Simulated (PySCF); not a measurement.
# Spinor energies of Pm³³⁺ (promethium, charge +33)

Start: [Ar] 3d10. Calculated with PySCF 2.14 in an uncontracted even-tempered set (19 s from 2 bohr⁻², ratio 2.6; 15 p from 2.6 bohr⁻², ratio 2.6; 10 d from 2.6 bohr⁻², ratio 2.6; 6 f from 2.7 bohr⁻², ratio 2.8): generalised Hartree-Fock with the X2C-1e Hamiltonian and a Gaussian nucleus; spin-orbit coupling (SO) screened by Boettger's factors.

| spinor shell | electrons | ε, screened SO (eV) | weight of nominal j (screened SO) | rms radius, screened SO (bohr) |
| --- | --- | --- | --- | --- |
| 1s1/2 | 2 | -46701.3 | 1.000 | 0.0264 |
| 2s1/2 | 2 | -8758.6 | 1.000 | 0.107 |
| 2p1/2 | 2 | -8353.3 | 1.000 | 0.0916 |
| 3s1/2 | 2 | -2867.8 | 1.000 | 0.273 |
| 3p1/2 | 2 | -2695.2 | 1.000 | 0.263 |
| 3p3/2 | 4 | -2573.6 | 1.000 | 0.275 |
| 3d3/2 | 4 | -2282.4 | 1.000 | 0.245 |
| 3d5/2 | 6 | -2256.1 | 1.000 | 0.249 |

(1) Where does 2p3/2 lie, and what is the 2p spin-orbit splitting (screened SO)?

```tsv
quantity	screened SO
E (hartree)	-9412.15505
M_J	0
⟨J²⟩	0.000
⟨L²⟩	0.026
⟨S²⟩	0.026
```

Breit and QED terms are absent; they matter most for the inner s and p1/2 levels.

Densities and radii are taken from the X2C orbitals without a picture-change correction, which distorts them close to the nucleus.

Answers

(1) At -7786.2 eV, 567.10 eV above 2p1/2.
